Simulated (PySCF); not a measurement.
Species: C4H5FN2.
Bonds: C1–C2, C2–C3 (aromatic), C3–N4 (aromatic), N4–C5 (aromatic), C5–F6, C5–N7 (aromatic), C2–N7 (aromatic). Hydrogens: H8, H9, H10 on C1; H11 on C3; H12 on N7.

Computed with PySCF at wB97X-D/def2-SVPD, non-relativistic, on one gas-phase PBE0-D3(BJ)/def2-SVP geometry that isn't relaxed in the solvent. The solvent is an IEF-PCM continuum (cavity from Bondi-type radii × 1.2), and excitations are vertical TDDFT with non-equilibrium linear response and a frozen core. Specific hydrogen bonds and non-electrostatic terms are outside this model.

Gas-phase singlets (H = HOMO, L = LUMO):

```csv
state,E (eV),λ (nm),f,leading configurations
S1,6.245,199,0.000,H→L 92%
S2,6.617,187,0.224,H→L+1 94%
S3,7.160,173,0.002,H→L+2 89%
S4,7.270,171,0.042,"H→L+4 69%, H-2→L+1 19%"
S5,7.322,169,0.007,H→L+3 83%
```

Task: What are the lowest 5 singlets in chloroform (ε = 4.711)?

Result: 
```csv
state,E (eV),λ (nm),f,leading configurations,change by rank (eV)
S1,6.396,194,0.002,H→L 91%,+0.151
S2,6.568,189,0.272,H→L+1 94%,-0.049
S3,7.207,172,0.090,"H→L+4 82%, H-1→L+1 13%",+0.047
S4,7.256,171,0.004,H→L+2 90%,-0.014
S5,7.717,161,0.004,"H-2→L+1 86%, H-2→L+4 9%",+0.395
```

Task: The ground-state energy changes by -0.266 eV from gas to chloroform. By how much does the total energy of gas-phase S2 change?

Result: E(S2) = E(S0) + excitation energy, so it changes by -0.266 − 0.049 = -0.315 eV: it is lowered more than the ground state, which is what a red shift means. This is the vertical state, with the slow part of the continuum still set for S0.

Task: How do the frontier levels move from gas to chloroform?

Result: 
| orbital | gas (eV) | solvent (eV) | change (eV) | Löwdin shares, gas | Löwdin shares, solvent |
| --- | --- | --- | --- | --- | --- |
| LUMO+2 | 2.79 | 2.92 | +0.13 | C5 24 %, C1 17 %, F6 14 %, H12 11 % | C5 26 %, C1 20 %, F6 18 %, H8 8 % |
| LUMO+1 | 2.46 | 2.56 | +0.10 | C2 20 %, N7 16 %, C3 15 %, C5 15 % | C2 20 %, N7 17 %, C5 16 %, C3 14 % |
| LUMO | 2.01 | 2.30 | +0.29 | C1 22 %, H12 19 %, C5 13 %, C2 9 % | C5 26 %, C1 17 %, C2 10 %, C3 9 % |
| HOMO | -8.31 | -8.30 | +0.01 | C2 28 %, C3 24 %, C5 15 %, N4 9 % | C2 27 %, C3 25 %, C5 15 %, N4 9 % |
| HOMO-1 | -10.20 | -10.41 | -0.21 | N4 66 %, C3 10 %, C5 10 %, C2 5 % | N4 34 %, N7 34 %, C3 13 %, C5 9 % |
| HOMO-2 | -10.39 | -10.45 | -0.06 | N4 35 %, N7 33 %, C3 14 %, C5 9 % | N4 64 %, C3 11 %, C5 10 %, C2 5 % |
| HOMO-3 | -13.22 | -13.00 | +0.22 | C1 23 %, F6 15 %, H8 14 %, N7 10 % | C1 36 %, H8 21 %, C2 9 %, N7 8 % |

The HOMO–LUMO gap goes from 10.32 to 10.59 eV. Rows go by rank; for HOMO-3, HOMO-2, HOMO-1 and LUMO the atom shares or the degeneracy differ between the runs, so the row needn't follow one orbital.

Rough CPU time on one thread of a shared machine: about 60 s. This is the whole response run at wB97X-D/def2-SVPD in chloroform, SCF included.

wB97X-D is run here without its empirical dispersion term; that term would change no orbital, density or response property at a fixed geometry.
